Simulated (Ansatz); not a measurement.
`C#CO[SiH3]` + `CC(C)C` → `C#CC(C)(C)C` + silanol  (formal exchange of groups at a C–O bond)

Isolated molecules relaxed with PBE0-D4/def2-TZVP in Ansatz; ΔE leaves out vibrations. CBS: MP2 limit from def2 TZ/QZ plus the TZ coupled-cluster correction, frozen cores. DFT in def2-TZVPP.

```json
{"species": "`C#CO[SiH3]`", "RPA@PBE/def2-TZVPP energy (Eh)": "-442.91257"}
{"species": "`CC(C)C`", "RPA@PBE/def2-TZVPP energy (Eh)": "-158.55493"}
{"species": "`C#CC(C)(C)C`", "RPA@PBE/def2-TZVPP energy (Eh)": "-234.67260"}
{"species": "`O[SiH3]`", "RPA@PBE/def2-TZVPP energy (Eh)": "-366.82468"}
```

Problem. Work out ΔE.

Solution. ΔE = (-234.67260) + (-366.82468) − (-442.91257) − (-158.55493) = -0.02978 Eh = -78.2 kJ/mol. CCSD(T)/CBS gives -83.7 kJ/mol.

Largest T1 diagnostic among the species: 0.013.

At CCSD(T), def2-SVP lies +16.9 kJ/mol from the extrapolated value and def2-TZVPP +2.1 kJ/mol. From PBE to PBE0 (25 % exact exchange), in def2-TZVPP and without D4, ΔE moves by −4.2 kJ/mol. The D4 term adds −6.1 kJ/mol with B3LYP and −3.5 kJ/mol with PBE0; it sums over pairs of atoms, weighted by their polarisabilities, and B3LYP, whose exchange is more repulsive, gets the larger term.

B3LYP here is the variant with VWN-RPA as its local correlation; programs differ in this.
